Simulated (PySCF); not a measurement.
# [Tb(NH3)3]3+: from a saddle point downhill

PySCF 2.14.0, RKS PBE, Tb lcecp-1-SVP with ECP54, N def2-SVP, H def2-SVP; non-relativistic Hamiltonian with scalar-relativistic core potentials where named; density fitting; no spin-orbit coupling. Relaxed within the symmetry of its start, the geometry (C3h) is

```xyz
13

Tb    0.0000    0.0000    0.0000
N     2.4269    0.0012    0.0000
H     2.8818   -0.4720    0.8155
H     2.8818   -0.4720   -0.8155
H     2.8823    0.9432    0.0000
N    -1.2145    2.1012    0.0000
H    -1.0321    2.7317    0.8155
H    -1.0321    2.7317   -0.8155
H    -2.2579    2.0245    0.0000
N    -1.2124   -2.1024    0.0000
H    -1.8497   -2.2597    0.8155
H    -1.8497   -2.2597   -0.8155
H    -0.6243   -2.9677    0.0000
```

and its lowest harmonic modes are -48, -47, -47, -44, 84, 84 cm⁻¹ (negative: unstable). It was moved along the lowest mode and relaxed again, within the group C3 that the move left.

Q: Where does it end, and how much lower?

A: In C3, 0.049 eV lower, after 16 steps:
```xyz
13

Tb    0.0000    0.0000   -0.7800
N     2.2810   -0.0013    0.0186
H     2.4940   -0.6284    0.8285
H     2.9940   -0.2956   -0.6901
H     2.6495    0.9233    0.3405
N    -1.1394    1.9761    0.0186
H    -0.7028    2.4741    0.8285
H    -1.2410    2.7407   -0.6901
H    -2.1244    1.8329    0.3405
N    -1.1416   -1.9748    0.0186
H    -1.7913   -1.8457    0.8285
H    -1.7530   -2.4450   -0.6901
H    -0.5251   -2.7562    0.3405
```

Q: How do the contacts change?

A: 
| contact | saddle (Å) | end (Å) |
| --- | --- | --- |
| Tb1–N2 (NH3) | 2.427 | 2.417 |
| Tb1–N6 (NH3) | 2.427 | 2.417 |
| Tb1–N10 (NH3) | 2.427 | 2.417 |


Q: Is the end a minimum?

A: Probably not: 3 of the modes stay unstable (below −25 cm⁻¹), though so soft as to be near the noise; lowest modes -37, -37, -31, 58, 80, 80 cm⁻¹.

An lcecp potential fixes the number of 4f electrons, so in runs with it no electron can move into or out of that shell.

State: singlet in the valence, with the 4f electrons in the core potential.
